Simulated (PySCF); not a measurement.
# What a mistake does to a calculation on Al2ClH2O cation

All numbers below are calculated, not measured. The program is PySCF 2.14.0, an open-source quantum chemistry code, run on an isolated molecule that a program drew, which may never have been made. The molecule is Al2ClH2O cation (charge +1, singlet), drawn as the SMILES string `[OH][AlH][Al+][Cl]`.

Each row is a Hartree-Fock (HF) and frozen-core CCSD(T) single point in the cc-pV(D+d)Z basis, meant for a local HF minimum. Run 1 is clean. Each other run has one planted mistake out of seven kinds, and not every kind appears here: one electron removed, one electron added, multiplicity raised by two, geometry at a saddle point, minimal basis STO-3G, one bond length entered in bohr, all coordinates scaled. The reference is restricted for singlets and unrestricted otherwise, and also for a bond in bohr. Adding or removing an electron swaps singlet and doublet. Electrons count all cores. HOMO and LUMO are orbital energies over both spins, the gradient is its largest component, and the lowest frequency (negative if imaginary) is given only where the gradient is small. Bond lengths are over the 5 bonds as drawn. T1 is the CCSD diagnostic: over 0.02 (restricted) or 0.045 (unrestricted) a single reference is doubtful.

Geometry of the clean run:
```xyz
6
Al2ClH2O cation, angstrom
O    -0.9394   -2.1782   -1.0967
Al   -1.2428   -0.5810   -0.8060
Al    1.2230    0.4027   -1.1288
Cl    3.1384    1.0513   -1.3958
H    -1.3948   -3.0057   -1.1329
H    -2.4345    0.3414   -0.4457
```

| run | electrons | basis functions | <S^2> | HOMO (eV) | LUMO (eV) | gradient (hartree/bohr) | lowest frequency (cm^-1) | mean bond (Å) | longest bond (Å) | T1 | HF (hartree) | CCSD(T) (hartree) | mistake |
|---|---|---|---|---|---|---|---|---|---|---|---|---|---|
| 1 | 52 | 93 | 0.000 | -15.81 | -4.65 | 2.4e-05 | 68 | 1.7721 | 2.674 | 0.0163 | -1019.25688 | -1019.72484 | no fault |
| 2 | 52 | 93 | 0.895 | -13.51 | -4.79 | 1.1e-02 | - | 2.0478 | 2.928 | 0.0384 | -1019.16336 | -1019.61628 | one bond length entered in bohr |
| 3 | 52 | 93 | 2.005 | -12.32 | -7.46 | 1.6e-02 | - | 1.7721 | 2.674 | 0.0239 | -1019.13031 | -1019.58077 | multiplicity raised by two |
| 4 | 51 | 93 | 0.811 | -22.77 | -14.17 | 5.5e-02 | - | 1.7721 | 2.674 | 0.0353 | -1018.70621 | -1019.16244 | one electron removed |
| 5 | 53 | 93 | 0.775 | -5.59 | 1.09 | 5.2e-02 | - | 1.7721 | 2.674 | 0.0186 | -1019.44448 | -1019.92232 | ? |
| 6 | 52 | 34 | 0.000 | -13.46 | 0.36 | 7.0e-02 | - | 1.7721 | 2.674 | 0.0205 | -1007.57274 | -1007.69438 | ? |

**Which mistake was planted in run 5, and what did it cost?**

It counts 53 electrons, one more than the clean run, at the same geometry and basis. So the mistake is: one electron added. Subtracting run 1 and multiplying by 627.51 kcal/mol a hartree, the energy moved by -117.7 kcal/mol in HF and -123.9 kcal/mol in CCSD(T).

**Which mistake was planted in run 6, and what did it cost?**

It has 34 basis functions where the clean run has 93, with the same electrons and geometry. So the mistake is: minimal basis STO-3G. Subtracting run 1 and multiplying by 627.51 kcal/mol a hartree, the energy moved by 7331.9 kcal/mol in HF and 7549.2 kcal/mol in CCSD(T).

Cautions from the logs. Run 6: T1 is over the limit, so its CCSD(T) energy is less reliable.
